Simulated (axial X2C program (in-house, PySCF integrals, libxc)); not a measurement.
Curves of BrNdBr from open-shell CI on f3 s1 d(πδ)0

Computed with an in-house all-electron X2C program for linear molecules (integrals from PySCF): two-component X2C with atomic mean-field Coulomb and Gaunt terms, basis Br dyall-v3z, Nd dyall-v3z (cores contracted in-house). Orbitals come from Hartree–Fock averaged over the configuration Nd f3 s1 d(πδ)0; CI then distributes these electrons over the f, s, d(πδ) shells of Nd.

Scan along the symmetric stretch (R is each bond); masses Br 78.918 u, Nd 141.908 u, Br 78.918 u. Energies in cm⁻¹ from the lowest point; levels are followed by energy order within each Ω. Lowest level at 2.762 Å: 100% f3 d(πδ)1.

```
R (Å)  (1)Ω=6  (1)Ω=5  (1)Ω=4  (1)Ω=3  (1)Ω=2  (1)Ω=7  (2)Ω=4
2.569    5672    5529    4777    5213    5265    7163    6018
2.665    1858    2403    1864    2251    2366    3360    3041
2.762     119     686     725    1147    1420    1631    1565
2.872       0     525     789    1282    1853    1524    2106
2.983    1281    1762    2087    2592    3217    2815    3886
3.107    3821    4258    4608    5109    5719    5365    6428
3.259    7914    8306    8664    9151    9734    9470   10487
```

**Question.** Fit the curves (1)Ω=6, (1)Ω=7 near their minima.

**Answer.** From the open-shell CI curves, Te from the lowest:

```tsv
level	Te (cm⁻¹)	Re (Å)	ωe (cm⁻¹)
(1)Ω=6	0	2.823	168.9
(1)Ω=7	1519	2.822	169.0
```

Without dynamic correlation distances can be off by several hundredths of an Å (long for ionic bonds, short for multiple bonds) and the wavenumbers are rough.

The 7 lowest curves are shown; the next is (1)Ω=1, from 1651 cm⁻¹.

There is no dynamic correlation: spin–orbit spacings and, for f shells, spacings inside one term are the most reliable numbers, splittings between terms come out too wide, and energies between configurations are not reliable, so the lowest level need not be the ground state of the molecule. The lowest levels belong to f3 d(πδ)1, not to the averaged configuration, so orbitals and distance suit them less well. At most 4 roots were kept for each Ω > 0 (twice that for Ω = 0) within 2.2 eV of the lowest, so higher up levels can be missing between those listed; levels with Ω > 0 are doubly degenerate and listed once, Ω = 0 levels singly. States that fill the shells left empty in the average are placed too high. The molecule was held linear; bending was not examined.
